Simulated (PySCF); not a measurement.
B(F)(Cl)(NMe2) (C₂H₆BClFN), SMILES ClB(F)N(C)C.

The structure is a stationary point at B3LYP-D3(BJ)/def2-SVP. The values are those of a single conformer.

All values below come from TDDFT-PBE/def2-SVPD (PySCF).

Vertical excitations. Gas-phase values at a fixed geometry. State labels are in the subgroup Cs.

### Question
Estimate the UV-visible absorptions. (The exact figures need the calculation; the answer reports its results.)

### Answer

```
state  symmetry  energy (eV)  λ (nm)      f           main pairs
-----  --------  -----------  ------  -----  -------------------
S1           A"         5.89     211  0.012      HOMO→LUMO 100 %
S2           A"         6.73     184  0.012    HOMO→LUMO+2 100 %
S3           A'         6.90     180  0.315     HOMO→LUMO+1 92 %
S4           A"         6.92     179  0.003    HOMO→LUMO+3 100 %
S5           A'         7.28     170  0.033     HOMO−1→LUMO 99 %
S6           A"         7.46     166  0.000  HOMO−1→LUMO+1 100 %
S7           A"         7.61     163  0.000     HOMO→LUMO+4 99 %
S8           A"         7.79     159  0.014     HOMO−2→LUMO 99 %
S9           A'         7.86     158  0.025     HOMO→LUMO+5 93 %
S10          A"         7.91     157  0.001     HOMO→LUMO+6 98 %
T1           A'         5.50     225      0     HOMO→LUMO+1 98 %
T2           A"         5.79     214      0      HOMO→LUMO 100 %
T3           A"         6.60     188      0    HOMO→LUMO+2 100 %
T4           A"         6.82     182      0    HOMO→LUMO+3 100 %
```
Triplets are in the Tamm–Dancoff approximation, which puts them higher than full response would, so one can lie above its singlet here.
